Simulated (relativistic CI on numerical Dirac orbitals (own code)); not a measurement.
## S: what numerical and physical settings do to a radial Dirac CI calculation

Reference input:

```
atom S  Z=16  charge=0  electrons=16
nucleus A=32  rms_radius_fm=3.2611
hamiltonian dirac-coulomb  breit=on  qed=on  c_scale=1
orbitals kli  potential=per-configuration
slater_scale 1
correlation none
mixing on
grid step=0.0125 r_max=102.8
scf mixing=0.4 start=green max_iterations=150 tolerance=2e-08 node_fill=0.05
configurations
  [Ne] 3s2 3p4
end
```

Computed lowest total energy -398.47388 Ha, first excitation 400.8 cm⁻¹, 9 SCF steps. Runs with settings changed; * marks those that are bad on purpose:

```
                                                 Changed    Outcome  Lowest level   ΔE (Ha)  First excitation (cm⁻¹)  SCF steps  Message
                                    start potential bare  converged      3p4 3P_2  1.21e-09                    400.8         13         
                                          Breit term off  converged      3p4 3P_2   -0.0876                    418.2          9         
SCF mixing 0.9, Breit term off, nuclear radius 4.2394 fm  converged      3p4 3P_2   -0.0874                    418.2          8         
         end of the grid at 154.2 bohr, Slater scale 0.5  converged      3p4 3P_2     0.013                    407.1          9         
                       node fill of the KLI weights 50 *  converged      3p4 3P_2     0.257                    510.7         11         
                              nuclear radius 32.611 fm *  converged      3p4 3P_2    0.0351                    400.8          9
```

With so few configurations and no correlation, terms lie too far apart (by 10 to 50 % near neutrality), their order can be wrong, and levels of other configurations are missing.
